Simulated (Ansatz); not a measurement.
SnSe₂⁻. The state is a doublet with charge -1. Geometry relaxed at r2SCAN-D4/def2-TZVPD.

```xyz
3

Sn   -0.653    0.109   -0.193
Se    0.169   -2.153   -0.560
Se    0.484    2.044    0.753
```

In the def2 sets Sn takes a core potential; there is no spin–orbit coupling. The structure comes from a short search, and lower isomers may exist.

Q: Estimate the harmonic wavenumbers at UKS r2SCAN-D4/def2-TZVPD (Ansatz, unscaled). Is this a minimum?

A: 76, 231, 282 cm⁻¹. Yes, no mode is imaginary beyond noise. Zero-point energy 3.5 kJ/mol. It took 57 s on 2 threads of Arm Neoverse V2 on a shared host.
